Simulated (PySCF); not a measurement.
IrO₂, SMILES [Ir](=[O])=[O] (connectivity only; charge and spin as stated), neutral, multiplicity 4.

The structure is a stationary point at B3LYP-D3(BJ)/def2-TZVP. The multiplicity is an assumed one; other spin states were not compared. The def2 effective core potentials stand for the cores of Ir; spin–orbit coupling is left out.

These are PySCF with TDA-PBE/def2-TZVPD values and carry that method's errors.

Vertical excitations. Gas-phase values at a fixed geometry.

```csv
state,energy (eV),λ (nm),f,main pairs
root 1,0.80,1549,0.001,β HOMO→LUMO 98 %
root 2,1.28,971,0.001,β HOMO→LUMO+1 99 %
root 3,1.61,769,0.001,α HOMO→LUMO 98 %
root 4,2.31,536,0.000,"β HOMO→LUMO+2 61 %, β HOMO−1→LUMO 38 %"
root 5,2.33,531,0.000,"β HOMO−1→LUMO 60 %, β HOMO→LUMO+2 38 %"
root 6,2.48,499,0.004,"α HOMO−1→LUMO 83 %, β HOMO−1→LUMO+1 14 %"
root 7,2.84,437,0.000,"α HOMO−2→LUMO 68 %, β HOMO→LUMO+3 16 %, β HOMO−1→LUMO+1 9 %"
root 8,2.94,421,0.002,"α HOMO−1→LUMO 6 %, β HOMO−1→LUMO+1 58 %, β HOMO→LUMO+3 30 %"
root 9,3.19,388,0.000,α HOMO−3→LUMO 97 %
root 10,3.52,352,0.013,"α HOMO−2→LUMO 27 %, β HOMO→LUMO+3 51 %, β HOMO−1→LUMO+1 9 %"
```
Unrestricted roots are not spin-pure.
